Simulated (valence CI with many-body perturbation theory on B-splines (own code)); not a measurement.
Results of a calculation; reference values are marked as such.
From CI to CI+MBPT in Re68+

Level of theory: relativistic CI+MBPT: five valence electrons over a frozen Dirac-Fock core [He], radial functions for each j: 9 s, 9 p, 8 d, 6 f, 3 g, 1 h, with the one-electron correlation potential Σ1 (screened to all orders), the two-electron term Σ2, the three-electron term Σ3, Breit, model QED; selected single and double excitations, second order for the rest (own B-spline code, finite nucleus).

No measured spectrum was set against this ion. As an estimate, large intervals hold to a few tenths of a per cent, small ones and those within an open d or f shell to about a per cent. Among the levels kept, up to 1200 cm⁻¹ of a level comes from second order outside the variational space, and about a tenth of that is noise between levels of different J, which matters for small intervals.

Each rung adds one term. CI alone is the Dirac-Coulomb CI over the frozen core; QED comes last and gives the full result, which names the levels. Energies are above (2s^2 2p1/2^2 2p3/2) J=3/2 on the same rung, in eV.

Levels are named by their leading jj configuration (3d3/2^4 stands for four electrons in 3d with j = 3/2), which in mixed levels can hold well under half, so a name can repeat and another be missing. Letters in brackets count levels of one name in rising energy.

| Level | CI alone |
| --- | --- |
| (2s^2 2p1/2 2p3/2^2) J=3/2 | 1495.2 |
| (2s^2 2p1/2 2p3/2^2) J=5/2 | 1528.9 |
| (2s^2 2p1/2 2p3/2^2) J=1/2 | 1569.4 |
| (2s 2p1/2^2 2p3/2^2) J=5/2 | 1857.5 |
| (2s 2p1/2^2 2p3/2^2) J=1/2 | 1955.1 |
| (2s 2p1/2^2 2p3/2^2) J=3/2 | 1963.5 |
| (2s^2 2p3/2^3) J=3/2 | 3071.3 |
| (2s 2p1/2 2p3/2^3) J=3/2 [a] | 3375.0 |
| (2s 2p1/2 2p3/2^3) J=5/2 | 3427.5 |
| (2s 2p1/2 2p3/2^3) J=1/2 | 3483.5 |
| (2s 2p1/2 2p3/2^3) J=3/2 [b] | 3497.4 |
| (2p1/2^2 2p3/2^3) J=3/2 | 3886.1 |
| (2s 2p3/2^4) J=1/2 | 4996.3 |
| (2p1/2 2p3/2^4) J=1/2 | 5412.5 |
| (2s^2 2p1/2^2 3s) J=1/2 | 9055.7 |
| (2s^2 2p1/2^2 3p1/2) J=1/2 | 9163.2 |

Task: What do these energies become with core correlation, Breit and QED?

Result: (2s^2 2p1/2 2p3/2^2) J=3/2 1477.7 (-17.51); (2s^2 2p1/2 2p3/2^2) J=5/2 1500.8 (-28.04); (2s^2 2p1/2 2p3/2^2) J=1/2 1554.8 (-14.65); (2s 2p1/2^2 2p3/2^2) J=5/2 1831.6 (-25.89); (2s 2p1/2^2 2p3/2^2) J=1/2 1939.9 (-15.18); (2s 2p1/2^2 2p3/2^2) J=3/2 1941.1 (-22.38); (2s^2 2p3/2^3) J=3/2 3035.8 (-35.49); (2s 2p1/2 2p3/2^3) J=3/2 [a] 3337.7 (-37.30); (2s 2p1/2 2p3/2^3) J=5/2 3379.2 (-48.27); (2s 2p1/2 2p3/2^3) J=1/2 3446.2 (-37.28); (2s 2p1/2 2p3/2^3) J=3/2 [b] 3454.1 (-43.27); (2p1/2^2 2p3/2^3) J=3/2 3844.6 (-41.50); (2s 2p3/2^4) J=1/2 4942.8 (-53.43); (2p1/2 2p3/2^4) J=1/2 5353.0 (-59.46); (2s^2 2p1/2^2 3s) J=1/2 9049.9 (-5.77); (2s^2 2p1/2^2 3p1/2) J=1/2 9157.4 (-5.79).

Task: How does the ionisation energy move along the ladder, and which term matters most?

Result: CI alone 17141, + Σ1 17141, + Σ2 17142, + Σ3 17141, + Breit 17127, + QED 17124 eV. The largest step is Breit, -15 eV. NIST lists 17120 ± 50 eV (theoretical).
